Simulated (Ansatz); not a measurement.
Reaction (ligand exchange at a B–O bond): `OB(O)[O][GeH3]` + `FC(F)(F)[SeH]` → `OB(O)[Se]C(F)(F)F` + `[OH][GeH3]`

Gas-phase electronic energies from Ansatz, PBE0-D4/def2-TZVP geometries. CBS: MP2 limit from def2 TZ/QZ plus the TZ coupled-cluster correction, frozen cores. Functionals use def2-TZVPP. For Ge, Se outer-core shells are correlated without core-valence functions, which leaves a few kJ/mol of doubt a bond. Scalar relativity is left out up to krypton. Each species was taken in one conformer, which may not be the lowest.

```
         level  ΔE (kJ/mol)
       ωB97M-V         77.4
CCSD/CBS(def2)         80.0
```

(1) What does CCSD(T)/CBS give? (Best estimate.)

Largest T1 diagnostic among the species: 0.012.

Answers

(1) Ansatz gave: +75.5 kJ/mol. The listed levels differ from it by 1.9, 4.5 kJ/mol.

From PBE to PBE0 (25 % exact exchange), in def2-TZVPP and without D4, ΔE moves by +6.7 kJ/mol. In def2-TZVPP, CCSD(T) changes the Hartree–Fock value by −23.2 kJ/mol (the triples alone add −4.5 kJ/mol) and MP2 by −28.7 kJ/mol. The D4 term adds −3.9 kJ/mol with B3LYP and −2.1 kJ/mol with PBE0; it sums over pairs of atoms, weighted by their polarisabilities, and B3LYP, whose exchange is more repulsive, gets the larger term.

B3LYP here is the variant with VWN-RPA as its local correlation; programs differ in this.
